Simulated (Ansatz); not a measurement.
Geometry optimisation, DFT PBE-D3(BJ), scalar-relativistic, plane waves, PAW (Ansatz 0.2.0).

Input:

```yaml
accuracy: low
crystal:
  lattice:
    - [7.293633, 0.0, 0.0]
    - [0.0, 7.293633, 0.0]
    - [0.0, 0.0, 7.293633]
  atoms:
    - { symbol: C, position: [0.3399489, 0.3340984, 0.6126905] }
    - { symbol: C, position: [0.3027796, 0.4833754, 0.7516369] }
    - { symbol: O, position: [0.189201, 0.6164683, 0.6641352] }
    - { symbol: H, position: [0.1645965, 0.7130098, 0.7525078] }
    - { symbol: H, position: [0.2344292, 0.4255645, 0.8728893] }
    - { symbol: H, position: [0.432437, 0.545002, 0.7975403] }
    - { symbol: H, position: [0.4268938, 0.2272331, 0.6717764] }
    - { symbol: H, position: [0.2110886, 0.2723091, 0.5681586] }
    - { symbol: H, position: [0.4088615, 0.3916049, 0.492899] }
    - { symbol: C, position: [0.9846841, 0.8172648, 1.0912826] }
    - { symbol: C, position: [0.8850845, 0.8163501, 0.909485] }
    - { symbol: O, position: [0.7366658, 0.9429039, 0.9245314] }
    - { symbol: H, position: [0.6718324, 0.9432088, 0.8082046] }
    - { symbol: H, position: [0.9790248, 0.8564078, 0.7986401] }
    - { symbol: H, position: [0.83474, 0.6776895, 0.8785872] }
    - { symbol: H, position: [1.100704, 0.7223821, 1.0885635] }
    - { symbol: H, position: [1.0355595, 0.9548367, 1.1211434] }
    - { symbol: H, position: [0.8914458, 0.7763304, 1.2009957] }
    - { symbol: C, position: [0.8168629, 0.5492599, 0.3981237] }
    - { symbol: C, position: [0.8292834, 0.3502276, 0.3415268] }
    - { symbol: O, position: [0.646379, 0.2814028, 0.3326099] }
    - { symbol: H, position: [0.6530464, 0.1534478, 0.2962996] }
    - { symbol: H, position: [0.8978552, 0.3384729, 0.2078267] }
    - { symbol: H, position: [0.9111615, 0.2728198, 0.4416268] }
    - { symbol: H, position: [0.9534711, 0.6102634, 0.4074792] }
    - { symbol: H, position: [0.7364722, 0.6261006, 0.2979298] }
    - { symbol: H, position: [0.7497627, 0.5605255, 0.5314526] }
    - { symbol: C, position: [0.3238777, 0.8920964, 0.3752779] }
    - { symbol: C, position: [0.4441913, 0.8876913, 0.206528] }
    - { symbol: O, position: [0.3828469, 0.7384018, 0.0959844] }
    - { symbol: H, position: [0.4594702, 0.7345297, -0.0128698] }
    - { symbol: H, position: [0.4334653, 1.0180955, 0.1317237] }
    - { symbol: H, position: [0.5884943, 0.8696796, 0.2461291] }
    - { symbol: H, position: [0.3642215, 1.0042835, 0.4661468] }
    - { symbol: H, position: [0.1807815, 0.9111503, 0.3357002] }
    - { symbol: H, position: [0.3356266, 0.7629103, 0.4499699] }
basis:
  ecutwfc: 420.0
kpoints:
  mp_grid: { grid: [1, 1, 1] }
hamiltonian:
  xc: pbe
  dispersion: d3bj
scf:
  occupations: { method: fermi_dirac, width: 0.02 }
  lower_state_search: "off"
relax:
  f_tol: 0.3
  max_steps: 15
  adjacent_minimum: "off"
```

Launched with:

```bash
$ ansatz run input.yaml --threads 1 --pin off --max-ram 3072MiB --backend cpu --events-out ev --progress --plain --runs-dir out
```

Where does it end, and by what steps?

The forces met the threshold. The threshold is loose, so the end isn't yet a minimum. The force dipped under the threshold on the way, but the program's further checks kept it going. Limits of this set-up: coarse k mesh, low accuracy level. After 8 steps the energy has fallen by 1.131 eV; H4 moved furthest, 1.37 Å.

```tsv
step	energy less start (eV)	largest force component (eV/Å)	accepted
0	0.0000	0.511	yes
1	-0.3838	0.291	yes
2	-0.5635	0.489	yes
3	-0.6974	0.772	yes
4	-0.8126	0.739	yes
5	-0.9230	0.455	yes
6	-1.0104	0.178	yes
7	-1.0731	0.181	yes
8	-1.1314	0.147	yes
```

```xyz
36
Lattice="7.2936 0.0000 0.0000 0.0000 7.2936 0.0000 0.0000 0.0000 7.2936" Properties=species:S:1:pos:R:3
C 2.427 2.189 4.871
C 2.632 3.175 6.005
O 1.765 4.303 5.827
H 1.973 4.903 6.578
H 2.428 2.687 6.978
H 3.688 3.503 6.032
H 3.083 1.320 5.026
H 1.384 1.842 4.839
H 2.679 2.633 3.896
C 6.777 6.476 7.436
C 6.173 6.121 6.099
O 4.874 6.760 6.004
H 4.566 6.689 5.086
H 6.815 6.469 5.274
H 6.065 5.030 6.005
H 7.730 5.954 7.568
H 6.976 7.555 7.513
H 6.116 6.170 8.258
C 5.980 3.772 3.208
C 6.325 2.614 2.292
O 5.128 1.857 2.067
H 5.298 1.225 1.355
H 6.734 2.990 1.335
H 7.101 1.977 2.760
H 6.882 4.345 3.459
H 5.249 4.436 2.723
H 5.538 3.399 4.143
C 2.142 6.296 2.747
C 3.115 6.693 1.651
O 3.014 5.805 0.526
H 3.679 6.121 -0.135
H 2.929 7.734 1.333
H 4.146 6.655 2.051
H 2.242 6.994 3.593
H 1.102 6.351 2.401
H 2.329 5.279 3.118
```

The run took 17 s on 1 thread of Intel(R) Xeon(R) Platinum 8488C (Sapphire Rapids), with other jobs on the host, peak memory 0.46 GiB.
